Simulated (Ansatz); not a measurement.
`[SiH3][SiH2]N[SiH2][SiH3]`, relaxed with RKS PBE-D4/def2-SVP in the Gaussian-basis code of Ansatz from a rough embedded geometry. The force threshold is 0.03 eV/Å; the program also tests the step.

The species carries charge 0 and has multiplicity 1.

Start:

```xyz
16

Si   -2.604    1.113   -0.477
Si   -1.250   -0.759   -0.367
N     0.238   -0.664   -1.167
Si    1.447    0.197   -0.436
Si    2.393   -0.646    1.505
H    -1.900    2.266    0.314
H    -2.748    1.571   -1.866
H    -3.879    0.881    0.144
H    -1.982   -1.882   -1.008
H    -1.006   -1.207    1.047
H     0.110   -0.370   -2.111
H     2.474    0.443   -1.408
H     0.834    1.621   -0.084
H     3.012   -1.979    1.270
H     3.445    0.249    2.027
H     1.415   -0.834    2.616
```

```
         step  energy (eV)  largest force (eV/Å)  largest move (Å)
            1  -33150.0416                 3.040             0.000
            2  -33150.6076                 1.239             0.191
            3  -33150.7257                 0.301             0.180
            4  -33150.7452                 0.269             0.074
            5  -33150.7586                 0.159             0.095
 6 (rejected)  -33150.7164                 0.600             0.181
            7  -33150.7650                 0.034             0.091
            8  -33150.7679                 0.055             0.096
            9  -33150.7696                 0.061             0.074
           10  -33150.7710                 0.161             0.130
           11  -33150.7722                 0.166             0.052
           12  -33150.7800                 0.051             0.130
           13  -33150.7832                 0.024             0.104
           14  -33150.7842                 0.161             0.196
           15  -33150.7866                 0.104             0.029
           16  -33150.7878                 0.045             0.015
           17  -33150.7896                 0.032             0.075
18 (rejected)  -33150.7895                 0.118             0.198
           19  -33150.7915                 0.030             0.097
           20  -33150.7918                 0.058             0.096
           21  -33150.7926                 0.046             0.013
           22  -33150.7926                 0.113             0.018
           23  -33150.7939                 0.019             0.042
           24  -33150.7944                 0.054             0.054
           25  -33150.7946                 0.090             0.078
           26  -33150.7949                 0.060             0.021
           27  -33150.7950                 0.013             0.018
           28  -33150.7951                 0.018             0.032
```

End:

```xyz
16

Si   -2.831    0.888   -0.248
Si   -1.151   -0.754   -0.465
N     0.277   -0.109   -1.264
Si    1.839    0.333   -0.586
Si    2.118   -0.565    1.572
H    -2.326    2.037    0.587
H    -3.191    1.426   -1.610
H    -4.082    0.340    0.389
H    -1.704   -1.943   -1.214
H    -0.713   -1.213    0.901
H     0.140    0.163   -2.244
H     2.948   -0.180   -1.473
H     2.031    1.831   -0.499
H     1.964   -2.062    1.579
H     3.520   -0.226    2.009
H     1.158    0.033    2.565
```

Run time 73 s (2 threads of an AMD EPYC 7R13 on a shared host); peak host memory 0.24 GiB.
